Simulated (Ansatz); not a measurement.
AlSi₁₃PH₂₄, a doped nanocrystal cut from the lattice of silicon (Al and P 2.4 A apart), 39 atoms. Hardware: 2 threads of AMD EPYC 7R13 on a shared host and a share (18 GiB) of an NVIDIA H100 80GB HBM3.

Correlated methods freeze 75 core orbitals. Single mean-field runs in def2-TZVP are fitted with def2-universal-jkfit.

How many basis functions does each of these Ansatz runs have, and roughly what does it cost? MP2/def2-SVP, charge 0 singlet, energy, from earlier orbitals; r2SCAN0-D4/def2-TZVP, charge 0 singlet, energy, from earlier orbitals; RPA@PBE/def2-SVP, charge 0 singlet, energy, from earlier orbitals; PBE-D4/def2-TZVP, charge 0 singlet, energy and forces, from earlier orbitals; r2SCAN-D4/def2-TZVP, charge 0 singlet, energy, from earlier orbitals; HF/STO-3G, charge 0 singlet, energy; PBE-D4/def2-SVP, charge 0 singlet, energy, from earlier orbitals; PBE0-D4/def2-TZVP, charge 0 singlet, energy, from earlier orbitals; PBE0-D4/def2-SVP, charge 0 singlet, energy, from earlier orbitals; PBE-D4/def2-SVP, charge 0 singlet, relaxation, 12 steps.

Other jobs shared the machine, so times can vary by a factor of up to 3.

| run | functions | fitting or Cholesky vectors | wall time | peak host memory (GiB) |
| --- | --- | --- | --- | --- |
| HF/STO-3G, charge 0 singlet, energy | 159 | 1795 | 1.6 s | 0.8 |
| MP2/def2-SVP, charge 0 singlet, energy, from earlier orbitals | 390 | 3744 | 3 s | 0.97 |
| PBE-D4/def2-SVP, charge 0 singlet, energy, from earlier orbitals | 390 | 4340 | 3.3 s | 1.1 |
| PBE0-D4/def2-SVP, charge 0 singlet, energy, from earlier orbitals | 390 | 3744 | 3.8 s | 1 |
| r2SCAN0-D4/def2-TZVP, charge 0 singlet, energy, from earlier orbitals | 699 | 2352 | 5.5 s | 1.1 |
| PBE0-D4/def2-TZVP, charge 0 singlet, energy, from earlier orbitals | 699 | 2352 | 5.5 s | 1 |
| RPA@PBE/def2-SVP, charge 0 singlet, energy, from earlier orbitals | 390 | 3744 | 5.5 s | 2.1 |
| r2SCAN-D4/def2-TZVP, charge 0 singlet, energy, from earlier orbitals | 699 | 2352 | 5.5 s | 1.1 |
| PBE-D4/def2-TZVP, charge 0 singlet, energy and forces, from earlier orbitals | 699 | 2352 | 6.5 s | 1.1 |
| PBE-D4/def2-SVP, charge 0 singlet, relaxation, 12 steps | 390 | 4340 | 39 s | 1.1 |
